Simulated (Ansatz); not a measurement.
Geometry optimisation, RKS BLYP/def2-SVP in Ansatz 0.2.0.

Input:

```yaml
crystal:
  periodic: [false, false, false]
  atoms:
    - { symbol: Sn, position_ang: [-0.453261, -0.15763, -0.440043] }
    - { symbol: H, position_ang: [-0.051933, 0.867071, 2.29312] }
    - { symbol: H, position_ang: [0.975537, -0.90893, 0.197892] }
    - { symbol: H, position_ang: [-0.283581, 1.555017, -0.584563] }
    - { symbol: H, position_ang: [-0.885722, -0.882246, -1.965692] }
    - { symbol: O, position_ang: [-1.982256, -0.439138, 0.801017] }
    - { symbol: H, position_ang: [-2.517565, -1.211297, 0.534561] }
    - { symbol: H, position_ang: [-0.697919, 0.547454, 2.309608] }
basis:
  gaussian: { orbitals: def2-SVP }
hamiltonian:
  xc: blyp
relax:
  f_tol: 0.03
  max_steps: 50
```

Launched with:

```bash
$ ansatz run input.yaml --threads 1 --pin off --max-ram 2048MiB --backend cpu --events-out ev --progress --plain --runs-dir out
```

Where does it end, and by what steps?

The run converged. After 21 steps the energy has fallen by 0.201 eV; H2 moved furthest, 1.62 Å.

```csv
step,energy less start (eV),largest force component (eV/Å),accepted
0,0.0000,1.655,yes
1,-0.1012,0.093,yes
2,-0.1267,0.118,yes
3,-0.1344,0.678,yes
4,-0.1392,1.127,yes
5,-0.1660,0.701,yes
6,-0.1741,0.402,yes
7,-0.1724,0.672,no
8,-0.1822,0.104,yes
9,-0.1845,0.274,yes
10,-0.1881,0.235,yes
11,-0.1850,0.647,no
12,-0.1929,0.050,yes
13,-0.1960,0.061,yes
14,-0.1980,0.172,yes
15,-0.1988,0.148,yes
16,-0.1999,0.071,yes
17,-0.2005,0.079,yes
18,-0.2009,0.074,yes
19,-0.2010,0.055,yes
20,-0.2011,0.033,yes
21,-0.2011,0.014,yes
```

```xyz
8
Properties=species:S:1:pos:R:3
Sn -0.385 -0.256 -0.986
H -0.876 0.793 3.685
H 1.065 -1.146 -0.625
H -0.069 1.388 -1.406
H -1.330 -1.075 -2.195
O -1.505 -0.055 0.701
H -1.791 -0.931 1.031
H -1.006 0.653 2.940
```

Whether the end is a true minimum wasn't checked by a vibrational analysis.

Time of the run: 37 s on 1 thread of Arm Neoverse V1, with other jobs on the host, peak memory 0.12 GiB.
